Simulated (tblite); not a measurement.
Species: C₄H₉PSi₂.
SMILES with atom numbers: `[CH:1]#[C:2]/[C:3](=[CH:4]\[SiH3:5])[SiH2:6][PH2:7]` (hydrogens: H8 on C1; H9 on C4; H10, H11, H12 on Si5; H13, H14 on Si6; H15, H16 on P7)

Computed with GFN2-xTB (tblite), gas phase: L-BFGS steps from a force-field or distance-geometry start until the largest atomic force falls under 0.01 eV/Å.

Step 9: E = -517.4293 eV
```
atom  x, y, z in Å  |  force x, y, z in eV/Å
C1     -0.1249   -0.4892    2.6031    0.021   0.011  -0.029
C2     -0.0339   -0.0882    1.4734    0.011   0.012   0.036
C3     -0.0347    0.4237    0.1650    0.060   0.031  -0.143
C4      0.9945    0.2305   -0.6768   -0.015   0.021   0.031
Si5     2.6022   -0.6779   -0.3047   -0.025   0.031  -0.040
Si6    -1.6239    1.3241   -0.3794    0.012   0.001   0.022
P7     -3.0445   -0.1902   -1.2462    0.014   0.024   0.004
H8     -0.1598   -0.8460    3.5861   -0.004  -0.054   0.100
H9      0.8949    0.6549   -1.6682    0.001   0.031  -0.053
H10     3.3007   -0.0066    0.7944   -0.022  -0.049   0.007
H11     2.3303   -2.0818    0.0171    0.009   0.039   0.030
H12     3.4087   -0.5970   -1.5292   -0.001  -0.025   0.047
H13    -2.2622    1.9777    0.7662   -0.012  -0.026  -0.006
H14    -1.2871    2.2985   -1.4248   -0.005  -0.040  -0.001
H15    -2.8989   -1.0857   -0.2020   -0.033  -0.010   0.041
H16    -2.0692   -0.8378   -1.9852   -0.010   0.004  -0.046
```

Step 10: E = -517.4306 eV
```
atom  x, y, z in Å  |  force x, y, z in eV/Å
C1     -0.1233   -0.4892    2.6035    0.019   0.002  -0.006
C2     -0.0301   -0.0855    1.4750    0.011   0.000  -0.011
C3     -0.0339    0.4223    0.1641    0.057   0.059  -0.097
C4      0.9938    0.2357   -0.6800    0.024  -0.013   0.007
Si5     2.5991   -0.6765   -0.3052    0.005   0.018  -0.032
Si6    -1.6216    1.3217   -0.3786   -0.016   0.017   0.011
P7     -3.0438   -0.1882   -1.2451   -0.004   0.007  -0.005
H8     -0.1605   -0.8479    3.5865    0.000  -0.040   0.077
H9      0.8921    0.6593   -1.6730    0.002   0.011  -0.004
H10     3.3005   -0.0107    0.7962   -0.032  -0.042  -0.001
H11     2.3322   -2.0814    0.0207   -0.004   0.057   0.019
H12     3.4100   -0.5989   -1.5269   -0.006  -0.022   0.043
H13    -2.2627    1.9747    0.7642   -0.018  -0.014   0.016
H14    -1.2883    2.2953   -1.4248    0.003  -0.031  -0.009
H15    -2.9002   -1.0848   -0.2017   -0.031  -0.011   0.038
H16    -2.0708   -0.8369   -1.9860   -0.009   0.001  -0.045
```

Step 11: E = -517.4314 eV
```
atom  x, y, z in Å  |  force x, y, z in eV/Å
C1     -0.1220   -0.4893    2.6038    0.019  -0.004   0.007
C2     -0.0281   -0.0838    1.4757    0.012  -0.008  -0.032
C3     -0.0328    0.4223    0.1624    0.041   0.059  -0.018
C4      0.9940    0.2387   -0.6823    0.041  -0.023  -0.019
Si5     2.5973   -0.6753   -0.3060    0.019   0.006  -0.014
Si6    -1.6205    1.3208   -0.3779   -0.027   0.017   0.002
P7     -3.0432   -0.1870   -1.2444   -0.014  -0.009  -0.006
H8     -0.1609   -0.8497    3.5879    0.004  -0.016   0.020
H9      0.8909    0.6619   -1.6761    0.005   0.001   0.020
H10     3.2996   -0.0139    0.7972   -0.033  -0.031   0.001
H11     2.3332   -2.0801    0.0231   -0.014   0.056   0.013
H12     3.4107   -0.6004   -1.5249    0.001  -0.018   0.024
H13    -2.2633    1.9727    0.7633   -0.022  -0.005   0.031
H14    -1.2889    2.2929   -1.4250    0.007  -0.019  -0.017
H15    -2.9017   -1.0845   -0.2007   -0.028  -0.006   0.025
H16    -2.0720   -0.8363   -1.9876   -0.012   0.000  -0.036
```

Question: Estimate the geometry and energy of step 12. (The exact step hangs on the optimiser's Hessian estimate; all steps are aligned on step 11, rigid shifts and turns removed.)

Answer: E = -517.4320 eV, largest force 0.066 eV/Å
```
atom  x, y, z in Å  |  force x, y, z in eV/Å
C1     -0.1208   -0.4894    2.6040    0.019  -0.005   0.007
C2     -0.0266   -0.0829    1.4758    0.012  -0.011  -0.033
C3     -0.0313    0.4235    0.1610    0.023   0.043   0.045
C4      0.9949    0.2401   -0.6841    0.033  -0.017  -0.027
Si5     2.5967   -0.6745   -0.3067    0.021  -0.001   0.002
Si6    -1.6203    1.3206   -0.3773   -0.022   0.007  -0.001
P7     -3.0431   -0.1865   -1.2441   -0.017  -0.019  -0.003
H8     -0.1610   -0.8512    3.5891    0.007   0.006  -0.034
H9      0.8903    0.6637   -1.6778    0.011  -0.004   0.024
H10     3.2984   -0.0166    0.7978   -0.026  -0.017   0.010
H11     2.3335   -2.0780    0.0249   -0.023   0.040   0.012
H12     3.4112   -0.6018   -1.5231    0.016  -0.015   0.000
H13    -2.2642    1.9713    0.7633   -0.023   0.000   0.037
H14    -1.2892    2.2909   -1.4254    0.008  -0.008  -0.023
H15    -2.9032   -1.0843   -0.1996   -0.024   0.000   0.011
H16    -2.0730   -0.8359   -1.9893   -0.016   0.001  -0.025
```

The energy changes by -0.0005 eV. The first-order estimate −F·Δx gives -0.0008 eV and the mean of the old and new forces, exact on a quadratic surface, -0.0005 eV. The step makes an angle of 52° with the force vector and moves no atom by more than 0.003 Å.

What follows is the cost of the whole relaxation. On an Arm Neoverse V1 with one thread, shared host with 32 logical CPUs at a one-minute load of 9.6, this took 1.0 s wall.
